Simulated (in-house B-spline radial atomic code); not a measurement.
## Se4+: [Ar] 3d10 4s2

Level of theory: Dirac-Kohn-Sham RPBE, spherical fractional occupations, Fermi nucleus of rms radius 4.14 fm; calculated with a radial B-spline atomic code at the basis-set limit.

Screening seen three ways: the hydrogenic charge with the same mean radius, Z_r = [3n² - l(l+1)]/(2<r>), the one with the same energy, Z_e = n√(-2ε), and Slater's rules. Values are occupation-weighted means over j. An effective charge above Z reflects the relativistic contraction of the inner shells.

| shell | electrons | ε (eV) | <r> (bohr) | Z_r | Z_e | Slater |
| --- | --- | --- | --- | --- | --- | --- |
| 1s | 2 | -12555 | 0.04407 | 34.03 | 30.38 | 33.70 |
| 2s | 2 | -1658.5 | 0.1956 | 30.67 | 22.08 | 29.85 |
| 2p | 6 | -1465.1 | 0.171 | 29.24 | 20.75 | 29.85 |
| 3s | 2 | -264.91 | 0.5732 | 23.55 | 13.24 | 22.75 |
| 3p | 6 | -204.34 | 0.5883 | 21.25 | 11.63 | 22.75 |
| 3d | 10 | -104.2 | 0.6233 | 16.84 | 8.30 | 12.85 |
| 4s | 2 | -61.485 | 1.593 | 15.07 | 8.50 | 8.35 |

The least bound orbital is 4s1/2 at -61.49 eV, and it is also the most diffuse (<r> = 1.593 bohr).

Spin-orbit splittings of the orbital energies (j = l + 1/2 above j = l - 1/2 when positive): 2p 41.77 eV, 3p 5.883 eV, 3d 0.9047 eV.

For the 1s electron the small component carries 1.52 % of the norm, the zero-frequency Breit interaction raises the level by 19.65 eV, self-energy by 10.32 eV, and vacuum polarisation lowers it by 1.034 eV.
